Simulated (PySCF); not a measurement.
Results of a calculation; reference values are marked as such.
C2H11OSi3

The system: C2H11OSi3, a small molecule (built as: Si site whose three back bonds go to OSiH3, CH3, CH2SiH3); neutral, doublet. The structure, one conformer, was relaxed in the gas phase by PBE0-D3(BJ)/def2-SVP. No frequency run checks that it is a minimum.

SMILES: C[Si](C[SiH3])O[SiH3]

```xyz
17

Si   -0.181    1.324    0.007
O    -0.521    0.397    1.358
Si    0.110   -0.446    2.638
C    -1.775    1.465   -0.975
C     1.164    0.461   -1.002
Si    0.877   -1.389   -1.224
H    -0.372   -1.857    2.590
H     1.606   -0.436    2.592
H    -0.336    0.181    3.916
H    -1.612    2.017   -1.913
H    -2.547    1.992   -0.394
H    -2.158    0.460   -1.218
H     1.213    0.951   -1.990
H     2.148    0.606   -0.526
H     1.789   -1.964   -2.261
H     1.125   -2.105    0.065
H    -0.534   -1.659   -1.642
```
Atom numbers follow the order of the file, from 1.

EPR values by unrestricted B3LYP, IGLO-III on C O Si, pcH-1 on H.

Task: Predict g and the largest hyperfine couplings. Where does the spin sit?

Result: g = 2.0012, 2.0021, 2.0037. The spin sits on Si1 (82 %, bonded to 2 C + 1 O) by Mulliken populations.
| atom | isotope | isotropic (MHz) | dipolar, principal values (MHz) |
| --- | --- | --- | --- |
| Si1 | 29Si | -626.2 | -141.0, 70.4, 70.6 |
| C4 | 13C | 63.4 | -6.7, -5.9, 12.6 |
| C5 | 13C | 51.1 | -6.8, -6.0, 12.8 |
| O2 | 17O | -30.4 | -23.0, 11.0, 12.0 |
| H12 | 1H | 46.5 | -4.5, -0.2, 4.7 |
| Si6 | 29Si | -30.7 | -7.8, 3.6, 4.2 |

Task: How do the isotropic couplings move with BHandHLYP?

Result: Si1 -626.2 to -660.8 MHz, C4 63.4 to 64.3 MHz, C5 51.1 to 52.3 MHz, O2 -30.4 to -34.4 MHz.

The geometry optimisation stopped short of its threshold.

The 2 runs behind this took 4.6 min in all, one thread each of Arm Neoverse V2 on a shared host, launched as `OMP_NUM_THREADS=1 python cluster_run.py task.json out`.
